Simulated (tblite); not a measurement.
Species: C4H7Cl3O2Si.
Geometry (GFN2-xTB, Å), atoms numbered from 1 in this order:
```xyz
17
C4H7Cl3O2Si angstrom
Cl     3.3736    0.0714    1.0663
C      2.1316    0.8667    0.0885
Cl     2.4225    0.5501   -1.6289
C      0.7425    0.3930    0.5110
C      0.4878   -1.0883    0.1995
O     -0.7778   -1.5048    0.6263
C     -1.8375   -1.0479   -0.2170
Si    -1.7765    0.8615   -0.2266
Cl    -2.3712    1.7089   -1.9256
O     -0.1849    1.2124   -0.1421
H      2.2238    1.9456    0.2349
H      0.6462    0.5425    1.5963
H      0.6017   -1.2494   -0.8815
H      1.2113   -1.7025    0.7399
H     -1.7139   -1.4866   -1.2178
H     -2.7428   -1.4688    0.2177
H     -2.4437    1.4086    0.9490
```

Method: GFN2-xTB as coded in tblite; computed harmonic values from a numerical Hessian at the method's own geometry, unscaled. Against measured fundamentals such values can be off by several per cent, at times by over 20. Modes of hydrogen on silicon can be 10 to 20 % off. One conformer, not necessarily the lowest.

Harmonic wavenumbers (cm⁻¹): 30.8, 57.9, 80.9, 128.1, 149.8, 177.5, 206.1, 246.2, 284.5, 313.7, 341.8, 409.9, 507.7, 538.5, 585.2, 651.5, 672.5, 689.6, 712.0, 737.7, 797.6, 824.5, 925.0, 967.6, 1009.7, 1091.2, 1103.8, 1122.3, 1156.3, 1181.3, 1193.9, 1261.3, 1269.8, 1277.0, 1299.0, 1340.6, 1440.4, 1447.5, 2290.5, 2859.9, 2882.8, 2900.8, 2943.4, 2988.4, 3003.6.

A = 1257, B = 433.5, C = 368.8 MHz; mass 219.928 u (most abundant isotopes); point group C1, symmetry number 1.

Zero-point energy?

Half the sum of the wavenumbers: 24050 cm⁻¹ = 287.70 kJ/mol.

What is S at 200 K and 1 bar for an ideal gas of classical rigid rotors and harmonic oscillators?

Translation 167.82, rotation 127.85, vibration 100.20: S = 395.9 J/(mol K).

And Cp and H(200 K) − H(0)?

Cp = 133.98 J/(mol K), of which vibrations give 100.72 (their classical limit is 45 R = 374.2); H(200 K) − H(0) = 17.20 kJ/mol without the zero-point energy, 10.55 from vibrations.

Blend soft modes into free rotors: weight 1/[1 + (100 cm⁻¹/ν̃)⁴] for the oscillator and the rest for a rotor with moment μB/(μ + B), μ = h/(8π²ν), B = 10⁻⁴⁴ kg m². What vibrational entropy results?

90.95 J/(mol K) in place of 100.20, which changes −T·S at 200 K by +1.85 kJ/mol.

How do the functions run with temperature in this model?

| T (K) | S (J/(mol K)) | Cp (J/(mol K)) | H − H(0) (kJ/mol) | G − H(0) (kJ/mol) | ln q(vib) |
| --- | --- | --- | --- | --- | --- |
| 150 | 360.7 | 111.8 | 11.06 | -43.04 | 4.10 |
| 250 | 428.1 | 156.0 | 24.45 | -82.58 | 7.28 |
| 298.15 | 457.4 | 176.6 | 32.46 | -103.91 | 8.76 |
| 400 | 514.9 | 215.8 | 52.50 | -153.46 | 11.81 |
| 600 | 613.8 | 271.3 | 101.64 | -266.63 | 17.49 |
| 900 | 733.9 | 319.7 | 191.00 | -469.50 | 25.16 |

q(vib) and H(0) count from the zero-point level.

Hindered rotation and anharmonicity are outside this model. Other conformers, if any are populated, would add a mixing term that is left out. The structure is chiral; the term R ln 2 for an equal mix with its mirror image is left out.

Hardware: Intel Xeon 6975P-C, one thread, no GPU, shared host with 192 logical CPUs at a one-minute load of 91. Cost: 1.1 s wall. The figure is for the frequency step alone.
